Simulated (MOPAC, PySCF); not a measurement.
CH$_{2}$OS$_{2}$, SMILES `S(S)C=O` (O–C–S–S torsion 5°, C–S–S–H torsion -85°), neutral singlet in the gas phase. 

Cartesian coordinates (Å):
```xyz
6

O     -1.2517     0.6611     0.7982
C     -1.1137    -0.0990    -0.1105
S      0.4136    -0.8544    -0.6723
S      1.8034    -0.2274     0.7123
H     -1.9398    -0.4428    -0.7619
H      2.0882     0.9625     0.1496
```
Charge 0, spin multiplicity 1.

All levels are single points at this geometry (B3LYP-D3(BJ)/def2-TZVP); Pople sets use spherical d functions. Orbital energies aren't observables, and empty levels follow the basis.

SVWN5/6-31G* in PySCF gives gap (eV) = 3.83.

**Question.** Estimate the gap (eV) from each of these levels: PBE-D3(BJ)/def2-TZVP in PySCF; ωB97X-D3(BJ)/def2-TZVP in PySCF; BP86/6-31G* in PySCF; PBE/6-31G* in PySCF; PM7 in MOPAC.

**Answer.** 
| level | gap (eV) |
|---|---|
| PBE-D3(BJ)/def2-TZVP in PySCF | 3.92 |
| ωB97X-D3(BJ)/def2-TZVP in PySCF | 10.87 |
| BP86/6-31G* in PySCF | 3.93 |
| PBE/6-31G* in PySCF | 3.91 |
| PM7 in MOPAC | 7.89 |
